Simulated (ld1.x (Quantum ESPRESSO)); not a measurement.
**Sn (Z = 50): one change to a TM potential, before and after**

| Quantity | Value |
| --- | --- |
| Element | Sn |
| Generator | ld1.x (Quantum ESPRESSO) 7.5 |
| Type | norm-conserving Troullier–Martins (Kleinman–Bylander form) |
| Functional | PBE |
| Relativity | scalar-relativistic |
| Frozen core | [Kr] |
| Valence charge | 14 |
| Reference configuration | 4d10 5s2 5p2 |
| Partial waves | 5s (bound): rc 1.65 bohr; 5p (bound): rc 1.80 bohr; 4d (bound): rc 0.90 bohr |
| Local potential | all-electron potential smoothed inside 1.55 bohr (lloc = -1) |
| Core correction | none |

All-electron outer shells of the reference configuration (PBE, scalar-relativistic, ld1.x):

```json
{"shell": "4s", "level (eV)": "-133.93", "outermost node (bohr)": "0.40", "outermost maximum (bohr)": "0.74"}
{"shell": "4p", "level (eV)": "-89.70", "outermost node (bohr)": "0.41", "outermost maximum (bohr)": "0.79"}
{"shell": "4d", "level (eV)": "-25.84", "outermost node (bohr)": "0.39", "outermost maximum (bohr)": "0.88"}
{"shell": "5s", "level (eV)": "-10.55", "outermost node (bohr)": "0.98", "outermost maximum (bohr)": "2.01"}
{"shell": "5p", "level (eV)": "-3.69", "outermost node (bohr)": "1.09", "outermost maximum (bohr)": "2.55"}
```

Change: all radii scaled by about 0.80 (s 1.32, p 1.44, d 0.72 bohr); local potential all-electron potential smoothed inside 1.24 bohr (lloc = -1).

Cutoffs: the cutoffs (Ry, on a coarse ladder) from which the occupation-weighted sum of valence levels, in a spherical-Bessel basis at the reference potential, stays within 10 and 1 mRy of its value at 400 Ry; they do not see the model core or the augmentation charge, which bear on the density cutoff. Errors are all-electron minus pseudo energies relative to the spin-unpolarised reference configuration.

Task: What does the change do?

Result: The bound ghosts move from s to p, s; of the 7 tests that both files solve, the error grows in 4 and shrinks in 2 by more than 15 % and 0.3 meV (median size 6.3 → 4.3 meV).

| quantity | base | changed |
| --- | --- | --- |
| cutoff, loose | 160 Ry | over 300 Ry |
| cutoff, tight | 300 Ry | over 300 Ry |
| loose cutoff by channel (10 mRy a level) | s 25 Ry, p 10 Ry, d 100 Ry | s 110 Ry, p 140 Ry, d 300 Ry |
| bound ghosts | s | p, s |
| error for 4d10 5s2 5p1, meV [ΔE 6.87 eV] | +4.7 | -2.6 |
| error for 4d10 5s2 5p0, meV [ΔE 20.83 eV] | +2.0 | +4.3 |
| error for 4d10 5s1 5p0, meV [ΔE 51.80 eV] | +31 | +43 |
| error for 4d10 5s1 5p2, meV [ΔE 14.52 eV] | +31 | -0.2 |
| error for 4d10 5s1 5p3, meV [ΔE 6.98 eV] | +6.3 | +11 |
| error for 4d10 5s0 5p0, meV [ΔE 92.92 eV] | +137 | +178 |
| error for 4d10 5s2 5p1.5, meV [ΔE 2.62 eV] | +0.9 | -1.0 |

 A true bound ghost makes a file unfit for plane-wave use even where its test errors are small: the radial tests pick states by their node count and pass the ghost by.
